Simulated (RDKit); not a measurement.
Job for RDKit: MMFF94 on CH5N (SMILES CN).

```python
from rdkit import Chem
from rdkit.Chem import AllChem, rdDetermineBonds

blocks = [
'''7

C    -0.44688196    0.59884804    4.17042392
N     0.66678419   -0.28666847    3.83839880
H    -0.06182706    1.48413714    4.67874462
H    -1.11416140    0.08972096    4.86748953
H    -1.04680518    0.93566292    3.31417207
H     1.31705996    0.16329607    3.20624787
H     0.34102999   -1.13081625    3.38427963
''',
]
mol = None
for b in blocks:
    f = Chem.MolFromXYZBlock(b)
    rdDetermineBonds.DetermineBonds(f, charge=0)
    mol = f if mol is None else Chem.CombineMols(mol, f)
Chem.SanitizeMol(mol)
print(Chem.MolToSmiles(Chem.RemoveHs(mol)))
ff = AllChem.MMFFGetMoleculeForceField(mol, AllChem.MMFFGetMoleculeProperties(mol), nonBondedThresh=100.0, ignoreInterfragInteractions=False)
e = ff.CalcEnergy()
print(f'MMFF94 energy {e:.6f} kcal/mol')
```

Output:

```
CN
MMFF94 energy -1.075297 kcal/mol
```

The run finished.

Cost: very roughly 0.06 core-seconds.
